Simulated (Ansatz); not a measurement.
Total energies of CH₅NTeZn, SMILES `[NH2][Zn][CH2][TeH]`.

```tsv
atom	x (Å)	y (Å)	z (Å)
N1	-2.505	-0.672	-0.278
Zn2	-0.722	-0.408	-0.066
C3	1.177	-0.076	0.049
Te4	1.571	2.028	-0.060
H5	-2.853	-1.612	-0.396
H6	-3.148	-0.165	0.312
H7	1.708	-0.562	-0.770
H8	1.564	-0.439	1.001
H9	3.207	1.904	0.207
```

Total charge 0; spin multiplicity 1. For Zn the d shell is correlated and the shells below it are frozen. Correlated methods include outer-core shells of Te, which these sets cover unevenly. Scalar relativity is left out up to krypton. Te takes the def2 core potential. Geometry: relaxed with PBE0-D4/def2-TZVP. It is one conformer, not always the lowest. Basis def2-TZVPP, Ansatz 0.2.0.

RPA on PBE orbitals: Hartree–Fock energy of these orbitals -2139.98383 Eh, correlation -1.88936 Eh (frozen core).

| functional | energy without D4 (Eh) | D4 term (kJ/mol) |
| --- | --- | --- |
| BLYP | -2143.31501 | -39.5 |
| B3LYP | -2143.46855 | -29.9 |

**Question.** Give the same for LDA (SPW92), PBE, revPBE, r2SCAN, B97M-V, PBE0, r2SCANh, r2SCAN0, HSE06 (plane-wave form), BHLYP, CAM-B3LYP, LC-ωPBE, ωB97X-V, ωB97M-V, B2PLYP, PBE-QIDH. (Estimate.)

**Answer.** Computed: 
```csv
functional,energy without D4 (Eh),D4 term (kJ/mol)
LDA (SPW92),-2139.20888,–
PBE,-2142.92677,-18.3
revPBE,-2143.22071,-50.2
r2SCAN,-2143.35879,-4.3
B97M-V,-2142.94643,–
PBE0,-2142.97040,-15.6
r2SCANh,-2143.32602,-4.7
r2SCAN0,-2143.27887,-5.3
HSE06 (plane-wave form),-2142.96156,-14.7
BHLYP,-2143.15835,-25.7
CAM-B3LYP,-2143.38321,-16.1
LC-ωPBE,-2143.07218,–
ωB97X-V,-2143.10894,–
ωB97M-V,-2143.14870,–
B2PLYP,-2142.78516,–
PBE-QIDH,-2142.54889,–
```

B3LYP takes the VWN-RPA correlation (the form of Gaussian; ORCA's B3LYP/G). HSE06 is the plane-wave form, built on full-range PBE exchange. The double hybrids freeze the cores in their second-order part.

LC-ωPBE has ω = 0.4 bohr⁻¹.
